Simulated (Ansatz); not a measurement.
`[NH2][Al]([Cl])[Cl]` + HBr → `[Cl][Al]([Cl])[Br]` + NH₃ at 298.15 K and 1 bar (ligand exchange at the Al–N bond).

Program: Ansatz. Geometries: PBE0-D4/def2-TZVP. ΔE: electronic, gas phase. CCSD(T)/CBS is the MP2 limit (def2-TZVPP, def2-QZVPP) plus CCSD(T) − MP2 in def2-TZVPP, frozen cores. This one scheme is used for every species. For Br outer-core shells are correlated without core-valence functions, which leaves a few kJ/mol of doubt a bond. Scalar relativity is left out up to krypton. One conformer a species, not always the lowest.

```json
{"species": "`[NH2][Al]([Cl])[Cl]`", "CCSD(T)/CBS energy (Eh)": "-1217.66844", "H − E (kJ/mol)": "94.5", "S (J/(mol·K))": "322.9"}
{"species": "HBr", "CCSD(T)/CBS energy (Eh)": "-2573.91920", "H − E (kJ/mol)": "24.6", "S (J/(mol·K))": "198.6"}
{"species": "`[Cl][Al]([Cl])[Br]`", "CCSD(T)/CBS energy (Eh)": "-3735.10209", "H − E (kJ/mol)": "28.6", "S (J/(mol·K))": "334.5"}
{"species": "NH₃", "CCSD(T)/CBS energy (Eh)": "-56.50880", "H − E (kJ/mol)": "100.5", "S (J/(mol·K))": "192.4"}
```

H − E and S are ideal-gas, rigid-rotor, harmonic terms from PBE0-D4/def2-TZVP, for one conformer and one mirror image of each species. 1 Eh = 2625.50 kJ/mol, R = 8.31446 J/(mol·K).

By hand: ΔE, ΔH, ΔS and ΔG.

ΔE = (-3735.10209) + (-56.50880) − (-1217.66844) − (-2573.91920) = -0.02325 Eh = -61.0 kJ/mol. Δ(H − E) = 28.6 + 100.5 − 94.5 − 24.6 = 10.0, so ΔH = -51.0 kJ/mol. ΔS = 334.5 + 192.4 − 322.9 − 198.6 = 5.4 J/(mol·K). ΔG = -51.0 − 298.15 × (5.4)/1000 = -52.6 kJ/mol.

By hand: the equilibrium constant, and the temperature at which ΔG would vanish if ΔH and ΔS stayed fixed.

log₁₀ K = −ΔG/(RT ln 10) = 9.2. ΔH and −TΔS have one sign here, so there is no such temperature. One of them is within its doubt of zero, so this could turn.

The number of gas molecules stays the same, so ΔS is small and ΔH decides. A doubt of 5 kJ/mol in ΔE shifts log₁₀ K by 0.9 here. Other conformers and mirror images would add mixing entropy, several J/(mol·K) or more a flexible species. These are equilibria of isolated gas molecules and say nothing of rates. Largest T1 diagnostic: 0.009 (customary marks: 0.02 for closed shells, 0.045 for open ones).
